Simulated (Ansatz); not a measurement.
Geometry optimisation, RKS PBE-D4/def2-SVP (Ansatz 0.2.0).

Input file:

```yaml
crystal:
  periodic: [false, false, false]
  atoms:
    - { symbol: Ga, position_ang: [-0.024866, -0.632529, -1.099549] }
    - { symbol: "N", position_ang: [1.339434, -0.062399, 1.647198] }
    - { symbol: H, position_ang: [0.959604, 0.664963, 2.267585] }
    - { symbol: H, position_ang: [2.174425, -0.442266, 2.112936] }
    - { symbol: H, position_ang: [1.685081, 0.448272, 0.805345] }
    - { symbol: Cl, position_ang: [-2.150478, 0.02396, -0.745815] }
basis:
  gaussian: { orbitals: def2-SVP }
hamiltonian:
  xc: pbe
  dispersion: d4
relax:
  f_tol: 0.03
  max_steps: 50
```

Command:

```bash
$ ansatz run input.yaml --threads 1 --pin off --max-ram 2048MiB --backend cpu --events-out ev --progress --plain --runs-dir out
```

Where does it end, and by what steps?

The run converged. After 11 steps the energy has fallen by 0.457 eV; Cl6 moved furthest, 0.99 Å.

| step | energy less start (eV) | largest force component (eV/Å) | accepted |
| --- | --- | --- | --- |
| 0 | 0.0000 | 0.746 | yes |
| 1 | -0.0905 | 0.848 | yes |
| 2 | -0.1861 | 1.119 | yes |
| 3 | -0.3033 | 0.775 | yes |
| 4 | -0.3742 | 0.443 | yes |
| 5 | -0.4108 | 0.378 | yes |
| 6 | -0.4353 | 0.595 | yes |
| 7 | -0.4450 | 0.475 | yes |
| 8 | -0.4541 | 0.239 | yes |
| 9 | -0.4564 | 0.097 | yes |
| 10 | -0.4570 | 0.038 | yes |
| 11 | -0.4571 | 0.006 | yes |

```xyz
6
Properties=species:S:1:pos:R:3
Ga 0.276 -0.833 -0.834
N 1.281 0.042 1.196
H 0.410 0.453 1.570
H 1.648 -0.626 1.888
H 1.975 0.795 1.098
Cl -1.606 0.169 0.071
```

Run time: 26 s on 1 thread of Arm Neoverse V1, with other jobs on the host, peak memory 0.14 GiB.
